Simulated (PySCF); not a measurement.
**FeSe2, quintet: computed properties**

These are results of UB3LYP/[Fe def2-SVP, Se def2-SVP], no relativity, density fitting, PySCF, not measurements.

The structure is a minimum.

```xyz
3
charge 0 multiplicity 5, angstrom
Fe    0.0000    0.0000   -1.4216
Se    1.2607    0.0000    0.4978
Se   -1.2607    0.0000    0.4978
```

- Point group: C2v
- Bond lengths: Fe–Se 2.296 Å (×2), Se–Se 2.521 Å
- Bond angles: Fe–Se–Se 56.7° (×2), Se–Fe–Se 66.6°
- Dipole moment: 5.51 D
- Lowest empty level (α): -3.13 eV
- Heat capacity Cp at 298.15 K: 55.2 J/(mol K)
- Atomisation energy without zero-point energy: 548 kJ/mol
- Principal polarisabilities: 43.2, 75.1, 79.6 bohr³
- Zero-point energy: 4.6 kJ/mol
- Entropy at 298.15 K and 1 bar (electronic part: spin only): 323.1 J/(mol K)
- Rotational symmetry number: 2
- Rotational constants: 0.1104, 0.06636, 0.04145 cm⁻¹
- Highest occupied level (α): -5.17 eV
- Spin squared ⟨S²⟩: 6.037
- Principal quadrupole moments (Buckingham, traceless) about the centre of mass: -7.43, -5.36, 12.78 D Å
- Enthalpy at 298.15 K above 0 K: 13.75 kJ/mol

Harmonic modes (masses in u: Fe 55.935, Se 79.917):
```tsv
symmetry	ω (cm⁻¹)	IR (km/mol)
a1	183	3.1
b2	245	4.4
a1	334	15.0
```

In C2v the vibrations span 2a1 + b2. Here b1 is antisymmetric to the molecular plane and b2 lies in it.

Charges (e):
| atom | Mulliken | Löwdin | polar tensor | spin (Mulliken) | Mayer order to Fe1 |
| --- | --- | --- | --- | --- | --- |
| Fe1 | 0.44 | 0.32 | 0.68 | 3.54 | – |
| Se2,3 | -0.22 | -0.16 | -0.34 | 0.23 | 1.21 |
Other Mayer orders above 0.3: Se–Se 0.90.

Mulliken populations on Fe1: s 6.68, p 12.41, d 6.47, f 0.00.

Other isomers or separated fragments may lie lower. With open d or f shells other occupations or spin states may lie lower.

The final relaxation and frequency run took 99 s on 2 threads of a shared Arm Neoverse V1 host, with 95 basis functions and 9 gradients; the process peaked at 0.94 GiB. Launch command: `OMP_NUM_THREADS=2 python axn.py task.json out`.
